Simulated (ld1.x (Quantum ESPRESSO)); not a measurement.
## tellurium (Te): one change to a TM potential, before and after

Te (Z = 52), norm-conserving Troullier–Martins (Kleinman–Bylander form), made with ld1.x (Quantum ESPRESSO) 7.5 (PBEsol, scalar-relativistic). Core [Kr], reference 4d10 5s2 5p4. Waves: 5s (bound): rc 1.50 bohr; 5p (bound): rc 2.25 bohr; 4d (bound): rc 1.05 bohr. Local part: all-electron potential smoothed inside 1.85 bohr (lloc = -1). Core correction: a·sin(br)/r model core, default radius (core density twice the valence density).

Change: functional LDA (PZ).

Cutoffs: the cutoffs (Ry, on a coarse ladder) from which the occupation-weighted sum of valence levels, in a spherical-Bessel basis at the reference potential, stays within 10 and 1 mRy of its value at 400 Ry; they do not see the model core or the augmentation charge, which bear on the density cutoff. Errors are all-electron minus pseudo energies relative to the spin-unpolarised reference configuration.

Q: How do hardness, ghosts and transferability respond?

A: The potential gets neither clearly harder nor softer (120 Ry and 200 Ry → 120 Ry and 200 Ry); both files keep a bound ghost (s); the number of tests with a reliable result goes from 7 to 9; of the 7 tests that both files solve, the error grows in 4 and shrinks in 1 by more than 15 % and 0.3 meV (median size 2.8 → 3.6 meV).

| quantity | base | changed |
| --- | --- | --- |
| cutoff, loose | 120 Ry | 120 Ry |
| cutoff, tight | 200 Ry | 200 Ry |
| bound ghosts | s | s |
| error for 4d10 5s2 5p3, meV [ΔE 9.75 → 9.92 eV] | +2.8 | +3.6 |
| error for 4d10 5s2 5p2, meV [ΔE 27.72 → 28.09 eV] | +22 | +28 |
| error for 4d10 5s2 5p1, meV [ΔE 54.68 → 55.32 eV] | +71 | +92 |
| error for 4d10 5s2 5p3.5, meV [ΔE 3.91 → 3.98 eV] | +0.1 | +0.2 |
| error for 4d10 5s1 5p4, meV [ΔE 19.63 → 19.85 eV] | +13 | +17 |
| error for 4d10 5s1 5p5, meV [ΔE 9.29 → 9.35 eV] | -0.8 | +0.4 |
| error for 4d10 5s2 5p4.3, meV [ΔE -1.47 → -1.52 eV] | +0.6 | +0.7 |
| s: phases at 2.44 bohr within 0.05 rad from the reference energy up to (Ry; the scan ends near 5) | -0.5 | -0.7 |
| p: phases at 2.44 bohr within 0.05 rad from the reference energy up to (Ry; the scan ends near 5) | 2.1 | 2.0 |
| d: phases at 2.44 bohr within 0.05 rad from the reference energy up to (Ry; the scan ends near 5) | 0.4 | 0.5 |

 A true bound ghost makes a file unfit for plane-wave use even where its test errors are small: the radial tests pick states by their node count and pass the ghost by.
